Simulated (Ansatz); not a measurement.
Start from `C[S][GeH2][Cl]` and change one atom or group to get `C[S][GeH3]`.

Ansatz, PBE0-D4/def2-TZVP geometries, multiplicity 1. Each molecule was computed in one conformer, which needn't be the lowest.

Scalar relativity is left out up to krypton.

```csv
property,`C[S][GeH2][Cl]`
HOMO–LUMO gap (ωB97M-V/def2-TZVPP) / eV,10.87
HOMO energy (B3LYP/def2-TZVPP) / eV,-6.98
HOMO energy (ωB97M-V/def2-TZVPP) / eV,-9.41
HOMO–LUMO gap (PBE/def2-TZVPP) / eV,4.60
LUMO energy (B3LYP/def2-TZVPP) / eV,-0.75
zero-point energy (PBE0-D4/def2-TZVP) / kJ/mol,148.5
```

**Question.** Give the same properties after the change, and the shifts. (An estimate is asked.)

**Answer.** The calculation gave: 
```
                                      property  `C[S][GeH3]`  shift
       HOMO–LUMO gap (ωB97M-V/def2-TZVPP) / eV         10.90   0.03
           HOMO energy (B3LYP/def2-TZVPP) / eV         -6.54   0.44
         HOMO energy (ωB97M-V/def2-TZVPP) / eV         -8.96   0.45
           HOMO–LUMO gap (PBE/def2-TZVPP) / eV          4.80   0.20
           LUMO energy (B3LYP/def2-TZVPP) / eV         -0.12   0.63
zero-point energy (PBE0-D4/def2-TZVP) / kJ/mol         163.4   14.9
```

With PBE0 the HOMO rises by 0.45 eV and the LUMO rises by 0.61 eV, so the gap widens by about 0.16 eV. PBE moves the HOMO by 0.44 eV and ωB97M-V by 0.45 eV.

B3LYP here is the variant with VWN-RPA as its local correlation; programs differ in this.
